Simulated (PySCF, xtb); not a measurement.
vinylidene fluoride (C₂H₂F₂), SMILES FC(F)=C.

Harmonic wavenumbers (cm⁻¹) from GFN2-xTB in xtb at its own minimum, in rising order: 386, 474, 535, 714, 851, 917, 921, 1200, 1342, 1771, 3154, 3199.

### Question
What does PBE-D3(BJ)/def2-SVP in PySCF give at its own minimum? (An estimate is asked for; the answer gives what the named calculation found.)

### Answer
426, 544, 620, 690, 759, 916, 930, 1313, 1333, 1744, 3136, 3249. Paired by order, the mean absolute difference is 45 cm⁻¹ and the zero-point energies are 22.1 and 22.4 kcal/mol.
